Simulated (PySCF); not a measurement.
# Simulated absorption spectrum

Compound: C5H9FOSi.
SMILES: `C#C[C@@](F)(CC)[SiH2]O`

Level of theory: TDDFT CAM-B3LYP/def2-SVPD, vertical, gas phase, core orbitals frozen in the response in PySCF 2.14.0, density-fitted response routines. The structure is a single GFN2-xTB conformer in the gas phase; no vibrational or solvent corrections. Torsions of this conformer, `[CH:1]#[C:2][C@@:3]([F:4])([CH2:5][CH3:6])[SiH2:7][OH:8]`: C2–C3–C5–C6 -58°, C2–C3–Si7–O8 169°, H–O8–Si7–C3 -47°.

Computed states:

```json
{"state": "S1", "E (eV)": "5.78", "f": "0.0068"}
{"state": "S2", "E (eV)": "6.60", "f": "0.0015"}
{"state": "S3", "E (eV)": "6.95", "f": "0.019"}
{"state": "S4", "E (eV)": "7.21", "f": "0.0001"}
{"state": "S5", "E (eV)": "7.47", "f": "0.014"}
{"state": "S6", "E (eV)": "7.84", "f": "0.013"}
{"state": "S7", "E (eV)": "7.90", "f": "0.013"}
{"state": "S8", "E (eV)": "8.20", "f": "0.050"}
```

Broadening: Gaussians 0.5 eV wide at half height, area fixed by f = 4.319×10⁻⁹ ∫ε dν̃. The width is an assumption, not a result. The curve ends short of the highest state used, and states not computed would add to its high-energy end.

Problem. What does the envelope look like, and where are its maxima?

Solution. 
E (eV), ε (L mol⁻¹ cm⁻¹) and a bar:
```
     5.03          1 
     5.08          1 
     5.13          3 
     5.17          6 
     5.22         11 
     5.27         19 
     5.31         30 #
     5.36         50 #
     5.41         77 ##
     5.45        106 ##
     5.50        149 ###
     5.55        199 #####
     5.59        240 ######
     5.64        290 #######
     5.69        330 ########
     5.73        353 ########
     5.78        365 ########
     5.83        356 ########
     5.87        336 ########
     5.92        298 #######
     5.97        250 ######
     6.01        209 #####
     6.06        160 ####
     6.11        119 ###
     6.15         93 ##
     6.20         70 ##
     6.25         59 #
     6.29         59 #
     6.34         68 ##
     6.39         90 ##
     6.43        116 ###
     6.48        162 ####
     6.53        226 #####
     6.57        291 #######
     6.62        392 #########
     6.67        511 ############
     6.71        618 ##############
     6.76        754 ##################
     6.81        883 #####################
     6.85        970 #######################
     6.90       1047 ########################
     6.95       1082 #########################
     6.99       1078 #########################
     7.04       1041 ########################
     7.09        981 #######################
     7.13        928 ######################
     7.18        873 ####################
     7.23        842 ####################
     7.27        838 ###################
     7.32        859 ####################
     7.37        905 #####################
     7.41        954 ######################
     7.46       1026 ########################
     7.51       1107 ##########################
     7.55       1181 ###########################
     7.60       1288 ##############################
```

Maxima: 214 nm (5.78 eV), ε about 360, made up of S1 (100%); 178 nm (6.96 eV), ε about 1100, made up of S3 (94%) (ε in L mol⁻¹ cm⁻¹; maxima over ε = 5, shares over 10%). At its high-energy end, 7.60 eV, the curve is still rising (ε about 1300, from S5, S6 and S7).

Problem. On this curve, what absorbance would a 10⁻³ mol/L sample give at 193 nm over a 1 cm path?

Solution. 193 nm is 6.424 eV, where ε is about 110 L mol⁻¹ cm⁻¹, so A = ε c l ≈ 0.11 (Beer–Lambert, with the gas-phase spectrum and the assumed width).

Problem. Coming from long wavelengths, where does ε first pass 100 L mol⁻¹ cm⁻¹?

Solution. At about 228 nm (5.44 eV), 0.34 eV below S1.

Problem. What would ε be at 6.96 eV, the highest of these maxima, with half the width (0.25 eV)?

Solution. About 2030 L mol⁻¹ cm⁻¹ against 1080, a factor of about 1.9; a lone state at its own centre would give exactly 2.
